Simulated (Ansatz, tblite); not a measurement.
Cost and result up the ladder for `FC(F)(F)c1ccc(-c2ccc(-c3ccc(-c4ccc(C(F)(F)F)s4)s3)s2)s1` (36 atoms). Charge 0, multiplicity 1. Geometry: PBE-D4/def2-SVP.

Cartesian coordinates in Å:
```
F 5.9064 6.9764 -1.6937
C 5.6013 6.0051 -0.8037
F 6.7301 5.2896 -0.5709
F 5.2754 6.6041 0.3688
C 4.4893 5.1484 -1.3234
C 3.8485 5.2579 -2.5460
C 2.8280 4.2882 -2.7188
C 2.6937 3.4321 -1.6246
C 1.7705 2.3317 -1.4621
C 1.0399 1.6703 -2.4506
C 0.2192 0.6369 -1.9449
C 0.3063 0.4818 -0.5589
C -0.3714 -0.4605 0.2945
C -0.2797 -0.6269 1.6786
C -1.1030 -1.6619 2.1769
C -1.8426 -2.3109 1.1869
C -2.7800 -3.4020 1.3124
C -3.5049 -4.0580 0.3164
C -4.3379 -5.0908 0.8179
C -4.2511 -5.2252 2.1928
C -4.9815 -6.2055 3.0567
F -4.1327 -7.0206 3.7316
F -5.7929 -6.9850 2.3071
F -5.7474 -5.5881 3.9908
S -3.1421 -4.0797 2.8863
S -1.5026 -1.6142 -0.3836
S 1.4169 1.6582 0.1144
S 3.8542 3.8350 -0.3780
H 4.1098 6.0288 -3.2822
H 2.1837 4.2247 -3.6054
H 1.1235 1.9216 -3.5162
H -0.4224 0.0013 -2.5711
H 0.3736 -0.0065 2.3079
H -1.1626 -1.9391 3.2388
H -3.4282 -3.7914 -0.7467
H -4.9872 -5.7257 0.2019
```

Ansatz on 2 threads of AMD EPYC 7R13 on a shared host and a share (18 GiB) of an NVIDIA H100 80GB HBM3; xTB runs through tblite on one thread. Times are rough, summed over both states, and most runs start from the orbitals of an earlier one. PBE0-D4/def2-TZVP serves as the yardstick here, not as an exact answer. The other state is a triplet.

The xTB rows come from tblite. Single mean-field runs in def2-TZVP are fitted with def2-universal-jkfit.

xTB has no spin-polarisation term.

```json
{"level": "GFN2-xTB", "functions": "140", "wall time": "0.22 s", "vertical triplet (eV)": "1.76", "difference from PBE0-D4/def2-TZVP (eV)": "-0.05"}
{"level": "GFN1-xTB", "functions": "148", "wall time": "0.22 s", "vertical triplet (eV)": "1.78", "difference from PBE0-D4/def2-TZVP (eV)": "-0.02"}
{"level": "PBE-D4/def2-TZVP (with forces)", "functions": "940", "wall time": "33 s", "vertical triplet (eV)": "1.65", "difference from PBE0-D4/def2-TZVP (eV)": "-0.16"}
{"level": "PBE0-D4/def2-TZVP", "functions": "940", "wall time": "48 s", "vertical triplet (eV)": "1.81", "difference from PBE0-D4/def2-TZVP (eV)": "0.00"}
```
